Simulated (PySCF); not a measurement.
Molecule: `C(=O)(O)c1ccsc1`, C5H4O2S.

Bonds (- single, = double, # triple, : aromatic): O1=C2 1.205 Å, C2-O3 1.342 Å, C2-C4 1.474 Å, C4:C5 1.427 Å, C5:C6 1.366 Å, C6:S7 1.723 Å, S7:C8 1.707 Å, C8:C4 1.377 Å. O3 carries H9; C5 carries H10; C6 carries H11; C8 carries H12.

Geometry PBE0-D3(BJ)/def2-SVP throughout; GIAO in PySCF, gas phase, one conformer, non-relativistic; equivalent atoms averaged; functional PBE0.

For orientation, IGLO-III gives these shifts δ (against H2O, TMS, CS2 at the same level): O1 397.5, C8 143.9, C6 135.2, C4 141.1, C5 138.5, S7 269.5, H10 7.91, H11 7.30, H9 5.58 ppm.

A run gave: O1 386.7, C8 139.5, C6 131.1, C4 136.2, C5 133.8, S7 263.8, H10 7.92, H11 7.34, H9 5.32 ppm (shifts δ (against H2O, TMS, CS2 at the same level)).

**Question.** Which basis set was used in that run?
A. 6-311+G(2d,p)
B. cc-pVDZ
C. STO-3G
D. pcSseg-1
E. 6-31G

**Answer.** A. S7 tells them apart best: 6-311+G(2d,p) gives 263.8, 6-31G gives 193.3, STO-3G gives 97.9, pcSseg-1 gives 238.1, cc-pVDZ gives 216.1 ppm.
